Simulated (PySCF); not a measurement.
A PySCF script (with the pyscf-properties extension) for the NMR shieldings of `InChI=1S/C4H9FO3Si/c5-9-3-4(7)8-2-1-6/h6H,1-3,9H2`, on a GFN2-xTB geometry:

```python
import basis_set_exchange as bse
import numpy as np
from pyscf import gto, dft
from pyscf.prop import nmr

atoms = """
O     0.007532   -0.118939    1.012183
C     0.497251   -0.275970   -0.084717
C     1.849509    0.238836   -0.435804
Si    2.427855    1.247637    1.070521
F     3.889927    1.804585    0.659604
O    -0.102089   -0.929314   -1.078010
C    -1.423168   -1.407556   -0.835615
C    -2.467292   -0.339709   -1.179581
O    -2.265924    0.866534   -0.496868
H     2.505005   -0.604168   -0.658670
H     1.784270    0.822548   -1.354429
H     2.668989    0.411587    2.233098
H     1.614623    2.431881    1.277326
H    -1.553140   -2.284115   -1.472034
H    -1.506788   -1.690504    0.220487
H    -2.411331   -0.092842   -2.243216
H    -3.463033   -0.756806   -0.962743
H    -2.060957    0.682633    0.430169
"""
names = dict.fromkeys(["O", "C", "Si", "F", "H"], "pcSseg-1")
basis = {el: gto.basis.parse(bse.get_basis(n, elements=[el], fmt="nwchem")) for el, n in names.items()}
mol = gto.M(atom=atoms, basis=basis, charge=0, verbose=0)
mf = dft.RKS(mol, xc="PBE0")
mf.grids.level = 2
mf.grids.alignment = dft.numint.BLKSIZE   # the property module wants whole blocks of grid points
mf.conv_tol = 1e-9
mf.kernel()

calc = nmr.RKS(mf)   # GIAO
C = mf.mo_coeff
Co = C[:, mf.mo_occ > 0]
resp = mf.gen_response(singlet=True, hermi=2)
def vind(x):   # induced exchange potential for any number of trial vectors
    d = np.einsum("pi,xij,qj->xpq", C, 2 * x.reshape(-1, C.shape[1], Co.shape[1]), Co, optimize=True)
    return np.einsum("xpq,pi,qj->xij", resp(d - d.transpose(0, 2, 1)), C, Co, optimize=True).ravel()
mo1, _ = nmr.rhf.solve_mo1(calc, with_cphf=vind)
sigma = calc.kernel(mo1)
for i, s in enumerate(sigma):   # ppm
    w = np.linalg.eigvalsh((s + s.T) / 2)
    print("%2d %-2s iso %8.1f  s11 %8.1f  s22 %8.1f  s33 %8.1f" % (i, mol.atom_pure_symbol(i), w.mean(), *w))
```

Task: Give the expected output.

Result: 
```
 0 O  iso    -86.2  s11   -370.4  s22   -170.7  s33    282.5
 1 C  iso      2.9  s11    -91.4  s22     23.0  s33     77.1
 2 C  iso    162.4  s11    133.1  s22    155.4  s33    198.7
 3 Si iso    355.4  s11    329.8  s22    334.5  s33    401.8
 4 F  iso    390.6  s11    374.8  s22    383.3  s33    413.8
 5 O  iso    119.8  s11    -55.0  s22    190.6  s33    223.9
 6 C  iso    119.1  s11     81.4  s22    123.0  s33    152.7
 7 C  iso    118.7  s11     93.1  s22    112.7  s33    150.3
 8 O  iso    296.0  s11    226.6  s22    290.4  s33    371.0
 9 H  iso     29.2  s11     25.5  s22     28.6  s33     33.5
10 H  iso     29.2  s11     25.4  s22     29.1  s33     33.2
11 H  iso     26.5  s11     22.7  s22     26.0  s33     30.8
12 H  iso     26.5  s11     22.8  s22     26.3  s33     30.5
13 H  iso     28.0  s11     23.2  s22     27.3  s33     33.4
14 H  iso     26.5  s11     23.2  s22     26.1  s33     30.1
15 H  iso     27.7  s11     23.5  s22     26.6  s33     33.0
16 H  iso     27.6  s11     22.9  s22     26.8  s33     33.2
17 H  iso     31.2  s11     23.7  s22     28.3  s33     41.6
```

These numbers come from an equivalent density-fitted implementation of the same equations, which agrees with the script to about 0.01 ppm for H and up to a few tenths of a ppm for heavy atoms, so last digits may differ.

Task: Turn these shieldings into chemical shifts. Scale: $^{17}$O (σref 336.08) against H2O; TMS for $^{13}$C (σref 186.93) and $^{29}$Si (σref 349.16) and $^{1}$H (σref 31.72); $^{19}$F (σref 170.95) vs CFCl3 (reference shieldings calculated alike).

Result: Averaging equivalent atoms: O 0: 422.3; O 5: 216.2; O 8: 40.1; C 1: 184.0; C 7: 68.2; C 6: 67.9; C 2: 24.5; Si 3: -6.2; F 4: -219.7; H 11/12: 5.20; H 13/14: 4.49; H 15/16: 4.05; H 9/10: 2.51; H 17: 0.55 ppm. Unscaled 19F shifts against computed CFCl3 carry errors that often reach 10 to 50 ppm. Unscaled 17O shifts of doubly bonded oxygen tend to come out too high, by tens of ppm or more. Experimental scales use liquid or dissolved standards, which lie at an offset from isolated H2O (liquid H2O: subtract about 36 ppm).

Size and cost of the density-fitted run: 205 basis functions, 68 s wall time on 1 thread of an Arm Neoverse N1, shared host; peak memory 0.93 GiB.
